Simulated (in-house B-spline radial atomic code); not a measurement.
## TDHF excitations of As²⁹⁺

Method: TDHF. Computed with an all-electron radial atomic-structure program (B-spline basis): linear response of the closed shell [He] 2s2 with bare exchange (time-dependent Hartree-Fock); non-relativistic, point nucleus, no spin-orbit coupling, no double excitations, S, P, D and F terms only.

Without relativity these are model numbers for so heavy an element.

Command:
```bash
python run_td.py task.json out
```
Settings (radii: box in bohr, nucleus in fm):
```
Z                        33
electrons                4
configuration            [He] 2s2
hamiltonian              nr
method                   hf
box_radius               4.16
intervals                48
```

Cost of the run: 0.1 s on 1 thread of Arm Neoverse N1 (shared host).

The lowest states, in the order of their Tamm-Dancoff energies; the method's threshold (minus the highest occupied level) is 3224.52 eV. Labels give the largest channel, * marks a mixed state, and oscillator strengths are full-response dipole values. Energies in eV:

```tsv
state	full response	Tamm-Dancoff	oscillator strength
2s → 2p 3P	35.74	44.00	-
2s → 2p 1P	91.53	95.05	0.0955
2s → 3s 3S	?	?	-
2s → 3s 1S	1825.45	1825.47	-
2s → 3p 3P	1838.17	1838.17	-
2s → 3p 1P	1842.72	1842.72	0.765
2s → 3d 3D	1852.43	1852.45	-
2s → 3d 1D	?	?	-
2s → 4s 3S	2438.80	2438.81	-
2s → 4s 1S	2442.76	2442.77	-
2s → 4p 3P	2448.85	2448.85	-
2s → 4p 1P	2450.42	2450.42	0.19
2s → 4d 3D	2454.79	2454.79	-
2s → 4d 1D	2458.25	2458.25	-
2s → 4f 3F	2458.54	2458.54	-
2s → 4f 1F	2459.34	2459.34	-
```

Task: Where does 2s → 3s 3S lie?

Result: At 1812.98 eV in full response, 1813.01 eV in Tamm-Dancoff.

Task: Where does 2s → 3d 1D lie?

Result: At 1863.85 eV in full response, 1863.86 eV in Tamm-Dancoff.

Task: How large is the singlet-triplet splitting of 2s → 2p (P terms) in Tamm-Dancoff?

Result: 51 eV, from the unrounded values.

Task: What polarisabilities and dispersion coefficient does the method give?

Result: Dipole 0.008677 bohr³, quadrupole 3.381e-05 bohr⁵, C6 0.0002026 hartree·bohr⁶ for two such species.
